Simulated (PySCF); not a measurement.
BH, SMILES [BH] (connectivity only; charge and spin as stated), neutral, multiplicity 1. Geometry: r2SCAN-D4/def2-TZVPD.

TDA-CAM-B3LYP/def2-TZVPD run with PySCF 2.14.0 puts the lowest singlet excitations at 2.80, 2.80, 6.11, 8.51, 8.80, 8.82 eV.

**Question.** What are the lowest excitation roots from ADC(2)/aug-cc-pVDZ in PySCF 2.14.0? (An estimate is asked for; the answer gives what the named calculation found.)

**Answer.** 2.85, 2.85, 6.40, 7.49, 7.49, 7.51 eV. S1 differs by 0.05 eV (second minus first; roots are paired by order, and the bases may differ).
